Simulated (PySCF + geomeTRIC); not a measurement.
Caution, from a PySCF single point (TPSSh-D3(BJ)/def2-TZVP) at this geometry: the restricted solution is unstable towards spin-unrestricted or complex orbitals, so a lower solution exists and this singlet may not be the ground state.  The multiplicity is imposed and other spin states were not computed.

Method: TPSS-D3(BJ)/def2-SVP in PySCF + geomeTRIC. fastk is a local helper that only speeds up exchange builds. No frequencies were computed at this level.

```python
import json, numpy as np
from pyscf import gto, dft
from fastk import lowrank_exchange
atoms = """
Ir    -0.000000     0.000000     0.000000
F      1.497626    -0.646956    -0.783166
F     -1.560619     0.026785    -0.915717
F      0.062992     0.620172     1.698883
"""
def scf(charge, spin, dm0=None):
    mol = gto.M(atom=atoms, basis='def2-svp', ecp={'Ir': 'def2-svp'}, charge=charge, spin=spin, verbose=3, max_memory=5040)
    mf = dft.KS(mol, xc='tpss').density_fit(auxbasis="def2-universal-jkfit")
    mf.disp = 'd3bj'
    mf.grids.level = 3
    mf.conv_tol = 1e-8
    mf.max_cycle = 120
    mf.level_shift = 0.25
    mf.kernel(dm0)
    if not mf.converged:
        mf = mf.newton().run(mf.mo_coeff, mf.mo_occ).undo_soscf()
    return mf
mf = scf(0, 0)
from pyscf.geomopt.geometric_solver import kernel as optimize
path = []
done, mol = optimize(mf, maxsteps=120, assert_convergence=False, callback=lambda env: path.append((env["energy"], bool(env["g_scanner"].converged))))
res = dict(converged=bool(done and path[-1][1]), energy=path[-1][0], path=[e for e, c in path], xyz=mol.atom_coords(unit="Angstrom").tolist(), nao=mol.nao)
json.dump(res, open("result.json", "w"))
```

Output:

```
converged SCF energy = -403.606565610529
Geometry optimization cycle 1
converged SCF energy = -403.606565610927
cycle 1: E = -403.606565611  dE = -403.607  norm(grad) = 0.0293064
Geometry optimization cycle 2
converged SCF energy = -403.607401023472
cycle 2: E = -403.607401023  dE = -0.000835413  norm(grad) = 0.0137763
Geometry optimization cycle 3
converged SCF energy = -403.607683413003
cycle 3: E = -403.607683413  dE = -0.00028239  norm(grad) = 0.00143176
Geometry optimization cycle 4
converged SCF energy = -403.60775988455
cycle 4: E = -403.607759885  dE = -7.64715e-05  norm(grad) = 0.00267239
Geometry optimization cycle 5
converged SCF energy = -403.608079254995
cycle 5: E = -403.608079255  dE = -0.00031937  norm(grad) = 0.00441278
Geometry optimization cycle 6
converged SCF energy = -403.608419216356
cycle 6: E = -403.608419216  dE = -0.000339961  norm(grad) = 0.00770116
Geometry optimization cycle 7
converged SCF energy = -403.608535604071
cycle 7: E = -403.608535604  dE = -0.000116388  norm(grad) = 0.00249248
Geometry optimization cycle 8
converged SCF energy = -403.608557075844
cycle 8: E = -403.608557076  dE = -2.14718e-05  norm(grad) = 0.000985232
Geometry optimization cycle 9
converged SCF energy = -403.608561464192
cycle 9: E = -403.608561464  dE = -4.38835e-06  norm(grad) = 0.000335497
Geometry optimization cycle 10
converged SCF energy = -403.608560660317
cycle 10: E = -403.60856066  dE = 8.03874e-07  norm(grad) = 0.000443472
Geometry optimization cycle 11
converged SCF energy = -403.608560782819
cycle 11: E = -403.608560783  dE = -1.22501e-07  norm(grad) = 0.00049464
<class 'geometric.internal.Distance'> : 3
<class 'geometric.internal.Angle'> : 2
<class 'geometric.internal.OutOfPlane'> : 1
<class 'geometric.internal.TranslationX'> : 1
<class 'geometric.internal.TranslationY'> : 1
<class 'geometric.internal.TranslationZ'> : 1
<class 'geometric.internal.RotationA'> : 1
<class 'geometric.internal.RotationB'> : 1
<class 'geometric.internal.RotationC'> : 1
Step    0 : Gradient = 1.465e-02/1.706e-02 (rms/max) Energy = -403.6065656109
Step    1 : Displace = 3.061e-02/3.586e-02 (rms/max) Trust = 1.000e-01 (=) Grad = 6.888e-03/8.090e-03 (rms/max) E (change) = -403.6074010235 (-8.354e-04) Quality = 0.491
Step    2 : Displace = 1.027e-02/1.145e-02 (rms/max) Trust = 1.000e-01 (=) Grad = 7.159e-04/8.892e-04 (rms/max) E (change) = -403.6076834130 (-2.824e-04) Quality = 1.094
Step    3 : Displace = 1.204e-02/2.055e-02 (rms/max) Trust = 1.414e-01 (+) Grad = 1.336e-03/1.821e-03 (rms/max) E (change) = -403.6077598846 (-7.647e-05) Quality = 2.535
Step    4 : Displace = 2.810e-02/4.816e-02 (rms/max) Trust = 2.000e-01 (+) Grad = 2.206e-03/3.413e-03 (rms/max) E (change) = -403.6080792550 (-3.194e-04) Quality = 2.685
Step    5 : Displace = 5.484e-02/8.989e-02 (rms/max) Trust = 2.828e-01 (+) Grad = 3.851e-03/4.573e-03 (rms/max) E (change) = -403.6084192164 (-3.400e-04) Quality = 1.019
Step    6 : Displace = 1.466e-02/1.967e-02 (rms/max) Trust = 3.000e-01 (+) Grad = 1.246e-03/1.376e-03 (rms/max) E (change) = -403.6085356041 (-1.164e-04) Quality = 0.835
Step    7 : Displace = 7.044e-03/7.708e-03 (rms/max) Trust = 3.000e-01 (=) Grad = 4.926e-04/5.794e-04 (rms/max) E (change) = -403.6085570758 (-2.147e-05) Quality = 1.192
Step    8 : Displace = 8.579e-03/9.916e-03 (rms/max) Trust = 3.000e-01 (=) Grad = 1.677e-04/2.445e-04 (rms/max) E (change) = -403.6085614642 (-4.388e-06) Quality = 0.396
Step    9 : Displace = 2.234e-03/3.765e-03 (rms/max) Trust = 3.000e-01 (=) Grad = 2.217e-04/2.940e-04 (rms/max) E (change) = -403.6085606603 (+8.039e-07) Quality = -0.351
Step   10 : Displace = 1.104e-03/1.235e-03 (rms/max) Trust = 1.117e-03 (-) Grad = 2.473e-04/3.077e-04 (rms/max) E (change) = -403.6085607828 (-1.225e-07) Quality = 0.021
Converged! =D
```

Cost: around 2.4 core-minutes (rough).
